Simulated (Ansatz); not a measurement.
Basis sets compared for [Al(CCH)4]- (C₈H₄Al⁻). Charge -1, multiplicity 1. Geometry PBE-D4/def2-SVPD. Ansatz on 4 threads of Arm Neoverse V1 on a shared host; times are rough, and most runs start from earlier orbitals.

Cartesian coordinates in Å:
```
Al 0.002 0.002 -0.005
C -1.483 -0.035 1.305
C -2.406 -0.063 2.126
H -3.212 -0.087 2.845
C 0.674 1.855 -0.189
C 1.093 3.013 -0.301
H 1.459 4.025 -0.398
C -0.649 -0.641 -1.761
C -1.060 -1.041 -2.856
H -1.419 -1.391 -3.813
C 1.464 -1.173 0.629
C 2.371 -1.910 1.032
H 3.164 -2.554 1.385
```

B3LYP takes the VWN-RPA correlation.

```tsv
level	functions	energy (Eh)	HOMO (eV)	LUMO (eV)	wall time
PBE-D4/def2-SVPD	216	-548.7264	-2.48	3.00	4.9 s
B3LYP-D4/6-31G	93	-549.4817	-2.96	4.42	2.4 s
PBE0-D4/def2-SVPD	216	-548.7606	-3.67	3.89	8 s
```

Question: Estimate the rows for PBE-D4/def2-TZVPD, B3LYP-D4/def2-TZVPD, PBE0-D4/def2-TZVPD.

Answer: 
```tsv
level	functions	energy (Eh)	HOMO (eV)	LUMO (eV)	wall time
PBE-D4/def2-TZVPD	375	-549.1408	-2.53	2.83	8.5 s
B3LYP-D4/def2-TZVPD	375	-549.7290	-3.44	3.03	13 s
PBE0-D4/def2-TZVPD	375	-549.1724	-3.69	3.23	13 s
```
